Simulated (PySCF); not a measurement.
## Deuteron quadrupole couplings in `O=C(F)C1=CCCC1`

C6H7FO.
Numbering: `[O:1]=[C:2]([F:3])[C:4]1=[CH:5][CH2:6][CH2:7][CH2:8]1` (hydrogens: H9 on C5; H10, H11 on C6; H12, H13 on C7; H14, H15 on C8)

Geometry (GFN2-xTB, Å), atoms numbered from 1 in this order:
```
atom  x, y, z in Å
O1     3.156   -0.204    0.021
C2     2.244    0.546   -0.089
F3     2.507    1.876   -0.324
C4     0.822    0.285   -0.022
C5    -0.165    1.183   -0.108
C6    -1.504    0.546    0.032
C7    -1.212   -0.963   -0.071
C8     0.295   -1.108    0.197
H9    -0.041    2.244   -0.240
H10   -2.202    0.892   -0.731
H11   -1.931    0.812    1.003
H12   -1.442   -1.311   -1.077
H13   -1.808   -1.543    0.629
H14    0.775   -1.827   -0.466
H15    0.501   -1.419    1.223
```

Level: PBE0/pcSseg-1 (PySCF, non-relativistic); Q(2H) = 0.00286 b; rigid geometry, the same for H and D, with no vibrational averaging.

Question: What are Vzz, η and χzz (234.96 MHz × Q × Vzz) at all hydrogens?

Answer: 
```json
{"atom": "H9", "bonded to": "C5", "bond length (Å)": "1.077", "Vzz (au)": "0.3310", "η": "0.01", "χzz (kHz)": "222"}
{"atom": "H10", "bonded to": "C6", "bond length (Å)": "1.090", "Vzz (au)": "0.3071", "η": "0.02", "χzz (kHz)": "206"}
{"atom": "H11", "bonded to": "C6", "bond length (Å)": "1.094", "Vzz (au)": "0.3014", "η": "0.02", "χzz (kHz)": "203"}
{"atom": "H12", "bonded to": "C7", "bond length (Å)": "1.090", "Vzz (au)": "0.3067", "η": "0.02", "χzz (kHz)": "206"}
{"atom": "H13", "bonded to": "C7", "bond length (Å)": "1.087", "Vzz (au)": "0.3126", "η": "0.01", "χzz (kHz)": "210"}
{"atom": "H14", "bonded to": "C8", "bond length (Å)": "1.089", "Vzz (au)": "0.3076", "η": "0.02", "χzz (kHz)": "207"}
{"atom": "H15", "bonded to": "C8", "bond length (Å)": "1.092", "Vzz (au)": "0.3031", "η": "0.02", "χzz (kHz)": "204"}
```

Question: How does χzz go with the bond length over the 7 C–H bonds?

Answer: A straight-line fit has a slope of -11.7 kHz for each 0.01 Å, with a correlation coefficient of -1.00, over lengths from 1.077 to 1.094 Å. The longer bonds have the smaller couplings here.

Question: Give the 2H NMR doublet splittings at H13 for a magnetic field along the z, y and x axes of the gradient: 3χ/2, 3χ(1 + η)/4, 3χ(1 − η)/4.

Answer: With |χ| = 210.0 kHz and η = 0.014: 315, 160 and 155 kHz, to first order and without motion.

The structure is a single GFN2-xTB conformer in the gas phase; no vibrational or solvent corrections. GFN2-xTB bond lengths can be off by several hundredths of an ångström, more for odd bonds, and the gradients follow them. A larger basis could move these couplings by a tenth or more.

These values come from a run that also computed NMR shieldings. The run took 25 s of wall time (with the writing of density and orbital grids) on one thread of an Arm Neoverse V2, no GPU, shared host with 96 logical CPUs at a one-minute load of 38, and the process peaked at 0.76 GiB of memory.
